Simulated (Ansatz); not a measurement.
Relaxation of FH5O2W (9 atoms, charge 0, multiplicity 1), to a largest force component of 0.03 eV/Å in at most 50 steps.

Computed with RKS PBE/def2-SVP (Ansatz 0.2.0).

```xyz
9
Properties=species:S:1:pos:R:3
W -0.744 0.059 -0.298
H 1.877 0.062 0.964
F 2.272 0.205 0.128
H -0.258 1.176 0.902
O -2.594 -0.099 -0.244
H -3.040 -0.196 0.629
H -0.066 -1.125 0.739
O 0.279 0.270 -1.830
H 1.244 0.313 -1.603
```

**Question.** Where does it end, and by what steps?

**Answer.** The forces met the threshold. After 19 steps the energy has fallen by 2.040 eV; H2 moved furthest, 1.81 Å. Parted: H2–F3 (0.94 → 2.30 Å). Joined: W1–H2 (2.91 → 1.74 Å), W1–F3 (3.05 → 1.89 Å).

```json
{"step": "0", "energy less start (eV)": "0.0000", "largest force component (eV/Å)": "0.489", "accepted": "yes"}
{"step": "1", "energy less start (eV)": "-0.0479", "largest force component (eV/Å)": "0.452", "accepted": "yes"}
{"step": "2", "energy less start (eV)": "-0.1001", "largest force component (eV/Å)": "0.277", "accepted": "yes"}
{"step": "3", "energy less start (eV)": "-0.1489", "largest force component (eV/Å)": "0.385", "accepted": "yes"}
{"step": "4", "energy less start (eV)": "-0.1748", "largest force component (eV/Å)": "0.609", "accepted": "yes"}
{"step": "5", "energy less start (eV)": "-0.2110", "largest force component (eV/Å)": "0.466", "accepted": "yes"}
{"step": "6", "energy less start (eV)": "-0.2468", "largest force component (eV/Å)": "1.300", "accepted": "yes"}
{"step": "7", "energy less start (eV)": "-0.4805", "largest force component (eV/Å)": "1.375", "accepted": "yes"}
{"step": "8", "energy less start (eV)": "-1.0493", "largest force component (eV/Å)": "1.798", "accepted": "yes"}
{"step": "9", "energy less start (eV)": "-1.5475", "largest force component (eV/Å)": "1.321", "accepted": "yes"}
{"step": "10", "energy less start (eV)": "-1.7804", "largest force component (eV/Å)": "0.881", "accepted": "yes"}
{"step": "11", "energy less start (eV)": "-1.8731", "largest force component (eV/Å)": "0.735", "accepted": "yes"}
{"step": "12", "energy less start (eV)": "-1.8945", "largest force component (eV/Å)": "1.073", "accepted": "yes"}
{"step": "13", "energy less start (eV)": "-1.9902", "largest force component (eV/Å)": "0.824", "accepted": "yes"}
{"step": "14", "energy less start (eV)": "-2.0196", "largest force component (eV/Å)": "0.516", "accepted": "yes"}
{"step": "15", "energy less start (eV)": "-2.0262", "largest force component (eV/Å)": "0.356", "accepted": "yes"}
{"step": "16", "energy less start (eV)": "-2.0368", "largest force component (eV/Å)": "0.107", "accepted": "yes"}
{"step": "17", "energy less start (eV)": "-2.0369", "largest force component (eV/Å)": "0.303", "accepted": "yes"}
{"step": "18", "energy less start (eV)": "-2.0397", "largest force component (eV/Å)": "0.035", "accepted": "yes"}
{"step": "19", "energy less start (eV)": "-2.0400", "largest force component (eV/Å)": "0.020", "accepted": "yes"}
```

```xyz
9
Properties=species:S:1:pos:R:3
W -0.022 0.080 -0.067
H 0.209 -0.050 1.650
F 1.861 0.203 0.073
H -0.060 1.408 0.988
O -1.858 -0.060 0.030
H -2.738 -0.158 0.429
H 0.141 -1.398 0.750
O 0.321 0.268 -1.958
H 1.116 0.374 -2.509
```

Whether the end is a true minimum wasn't checked by a vibrational analysis.

Time of the run: 23 s on 2 threads of Intel(R) Xeon(R) 6975P-C (Granite Rapids) (shared host), peak memory 0.15 GiB.
